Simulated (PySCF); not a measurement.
Isomers of C7H12BF. Method: TDDFT PBE0/def2-SVPD, vertical, gas phase, core orbitals frozen in the response (PySCF). Geometries: PBE0-D3(BJ)/def2-SVP; one conformer of each isolated species. Triplets are in the Tamm–Dancoff approximation. 'Strongest' means the level of largest summed f among the lowest 10 singlets; it needn't be the same kind of state in each.

Question: Rank by computed HOMO–LUMO gap, highest first.
A. `C1C[C@H](/C(C)=C/F)BC1`
B. `C(=C)[C@H]1[C@H]([C@H](CB1)F)C`
C. `C1C[C@@H](CBC1)/C=C\F`
D. `C=C1C[C@@H](B(C)C)[C@H]1F`

Answer: D (6.80 eV), C (6.40 eV), B (6.22 eV), A (5.78 eV).

```json
{"SMILES": "C=C1C[C@@H](B(C)C)[C@H]1F", "gap (eV)": "6.80", "LUMO (eV)": "-0.56", "f (S1)": "0.007", "first f ≥ 0.01 (nm)": "192", "f (strongest)": "0.17", "S1 mainly": "H→L (78%)"}
{"SMILES": "F/C=C\\[C@@H]1CBCCC1", "gap (eV)": "6.40", "LUMO (eV)": "-0.76", "f (S1)": "0.002", "first f ≥ 0.01 (nm)": "186", "f (strongest)": "0.45", "S1 mainly": "H→L (89%)"}
{"SMILES": "C=C[C@@H]1BC[C@H](F)[C@@H]1C", "gap (eV)": "6.22", "LUMO (eV)": "-1.05", "f (S1)": "0.150", "first f ≥ 0.01 (nm)": "234", "f (strongest)": "0.15", "S1 mainly": "H→L (85%)"}
{"SMILES": "C/C(=C\\F)[C@@H]1BCCC1", "gap (eV)": "5.78", "LUMO (eV)": "-0.92", "f (S1)": "0.002", "first f ≥ 0.01 (nm)": "200", "f (strongest)": "0.25", "S1 mainly": "H→L (97%)"}
```

H and L stand for HOMO and LUMO.
